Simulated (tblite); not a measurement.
Run record: nudged-elastic-band run, `C=C(F)C(F)(F)C(F)(F)F`.

Computed with GFN2-xTB (tblite), gas phase: nudged elastic band of 9 images (0 to 8), spring 0.2 eV/Å², climbing image at the end, force threshold 0.05 eV/Å. The top image wasn't refined or checked by frequencies; at this threshold it can lie a kcal/mol or more above the true saddle point of the method. The command runs a driver script over a list of jobs; the input below is this job's line of settings and its coordinates in Å. «atoms» counts from 0 and names the dihedral (F5–C4–C7–F10 when counted from 1); «turn» is the rotation in degrees that makes the guess of the end point.

Command:
```bash
OMP_NUM_THREADS=1 python probes_run.py task.json out
```

Input:
```
{"job": {"kind": "neb", "xc": "GFN2-xTB", "basis": "xTB", "atoms": [4, 3, 6, 9], "turn": 120}, "charge": 0, "multiplicity": 1}
C      1.935559    -0.359934    -0.535549
C      0.947910    -0.144715     0.309036
F      0.938386    -0.651308     1.550125
C     -0.296716     0.669741     0.018388
F     -0.391286     1.748800     0.828954
F     -0.262431     1.142952    -1.246488
C     -1.596456    -0.175206     0.175251
F     -1.830452    -0.485582     1.444465
F     -2.658081     0.471864    -0.292015
F     -1.481685    -1.316576    -0.511530
H      2.779286    -0.957991    -0.242040
H      1.917164     0.057268    -1.524623
```

Q: What does the run print?

A: 
```
image   E - E0 / eV
  0      -0.0000
  1       0.0104
  2       0.0354
  3       0.0603
  4       0.0710
  5       0.0618
  6       0.0380
  7       0.0122
  8      -0.0002
```

Q: Read off the barriers.

A: The highest image is 4: 0.071 eV (1.64 kcal/mol) above the start and 0.071 eV (1.64 kcal/mol) above the end. The band met its force threshold.

Q: Which dihedral does each image have?

A: 0: -174°, 1: -160°, 2: -145°, 3: -130°, 4: -115°, 5: -100°, 6: -85°, 7: -70°, 8: -54°.

Q: Give the geometry of the highest image and of the end point.

A: 
Image 4:
```
atom  x, y, z in Å
C1      1.907   -0.289   -0.697
C2      0.964   -0.235    0.220
F3      1.007   -0.978    1.336
C4     -0.268    0.648    0.173
F5     -0.282    1.524    1.203
F6     -0.259    1.392   -0.954
C7     -1.610   -0.167    0.210
F8     -2.436    0.295    1.139
F9     -2.229   -0.096   -0.967
F10    -1.399   -1.460    0.459
H11     2.737   -0.961   -0.571
H12     1.869    0.327   -1.577
```

Image 8:
```
atom  x, y, z in Å
C1      1.860   -0.185   -0.829
C2      0.952   -0.310    0.117
F3      0.982   -1.302    1.018
C4     -0.237    0.608    0.324
F5     -0.176    1.244    1.516
F6     -0.257    1.571   -0.624
C7     -1.591   -0.160    0.250
F8     -2.622    0.677    0.208
F9     -1.631   -0.908   -0.857
F10    -1.758   -0.966    1.292
H11     2.669   -0.888   -0.900
H12     1.811    0.618   -1.541
```

Q: Estimate the wall time. Hardware: an Arm Neoverse N1 with one thread, shared host with 64 logical CPUs at a one-minute load of 43. And the peak memory of the process?

A: About 3.6 s, with 0.18 GiB resident at the peak, the Python interpreter and its libraries included.
